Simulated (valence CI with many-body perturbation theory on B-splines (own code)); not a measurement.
**Pt70+: key properties**

Method: relativistic CI+MBPT: six valence electrons over a frozen Dirac-Fock core [He], a basis of 9 s, 9 p, 8 d, 6 f, 3 g, 1 h functions for each j, with the one-electron correlation potential Σ1 (screened to all orders), the two-electron term Σ2, the three-electron term Σ3, Breit, model QED; selected single and double excitations, second order for the rest, scaled by the run's own slope (own B-spline code, finite nucleus).

The last digits are not significant, and no measured levels were compared; by estimate large intervals hold to a few tenths of a per cent, small ones and those within an open d or f shell to about a per cent. Among the levels kept, up to 1900 cm⁻¹ of a level comes from second order outside the variational space, and about a tenth of that is noise between levels of different J, which matters for small intervals.

Levels are named by their leading jj configuration (3d3/2^4 stands for four electrons in 3d with j = 3/2), which in mixed levels can hold well under half, so a name can repeat and another be missing.

Rates and lifetimes use the calculated energies. Strong lines usually hold to 10 to 20 %, long lifetimes can be off by a factor of two.

Problem. What is the ground level?

Solution. (2s^2 2p1/2^2 2p3/2^2) J=2, composition 68 % 2s²2p⁴ ³P + 32 % 2s²2p⁴ ¹D, g = 1.300.

Problem. Name the longest-lived excited levels whose lifetime is computed, and their main decay.

Solution. (2s^2 2p1/2^2 2p3/2^2) J=0 at 66 eV lives 9.89 ms, mostly by E2 to (2s^2 2p1/2^2 2p3/2^2) J=2; (2s^2 2p1/2 2p3/2^3) J=2 at 1806 eV lives 38.0 ps, mostly by M1 to (2s^2 2p1/2^2 2p3/2^2) J=2; (2s^2 2p1/2 2p3/2^3) J=1 at 1787 eV lives 16.9 ps, mostly by M1 to (2s^2 2p1/2^2 2p3/2^2) J=2.

Problem. What is the ionisation energy?

Solution. 18279 eV; NIST lists 18280 ± 60 eV (theoretical).

Problem. Among levels below 12051 eV, which E1 lines absorb most strongly from the ground level?

Solution. to (2s^2 2p1/2^2 2p3/2 3d5/2) J=3 at 0.1175 nm, f = 0.833; to (2s^2 2p1/2^2 2p3/2 3d5/2) J=2 at 0.1177 nm, f = 0.266; to (2s 2p1/2^2 2p3/2^2 3p1/2) J=3 at 0.1041 nm, f = 0.145.

Problem. Where does the other parity begin?

Solution. At (2s 2p1/2^2 2p3/2^3) J=2, 2230 eV.

Problem. How well does LS coupling describe the low levels?

Solution. Among the lowest 20 levels the leading LS term, summed over configurations, holds 60 % on average. For single configurations the figures are 60 % in LS and 100 % in jj coupling. Terms mix most in the J = 2 level at 9752 eV, where the leading one holds 26 %.

Problem. What are the static dipole polarisabilities of the lowest levels?

Solution. (2s^2 2p1/2^2 2p3/2^2) J=2 4.48e-05 (tensor 7.1e-07); (2s^2 2p1/2^2 2p3/2^2) J=0 4.39e-05 bohr³, of which the core gives 1.69e-07.
